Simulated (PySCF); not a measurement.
Rb: excitation energy

Rb [Kr] 5s1 (2S) → Rb [Kr] 4d1 (2D), as a difference of total energies. All numbers are calculated (PySCF 2.14, a scalar-relativistic core potential, in def2-QZVPPD with the def2 core potential (28 electrons)). Correlated levels: valence and next inner shell: nothing frozen outside the core potential. The calculations carry no spin-orbit coupling.

| method | excitation energy (eV) | error (eV) |
| --- | --- | --- |
| UHF | 2.223 | -0.177 |
| MP2 (valence and next inner shell) | 2.456 | +0.056 |
| SCS-MP2 (valence and next inner shell) | 2.411 | +0.011 |
| CCSD (valence and next inner shell) | 2.448 | +0.048 |
| CCSD(T) (valence and next inner shell) | 2.465 | +0.065 |

Reference: 2.400 eV (measured; NIST levels, between the centres of gravity of the two terms).

Errors of the correlated levels include the incompleteness of this basis.
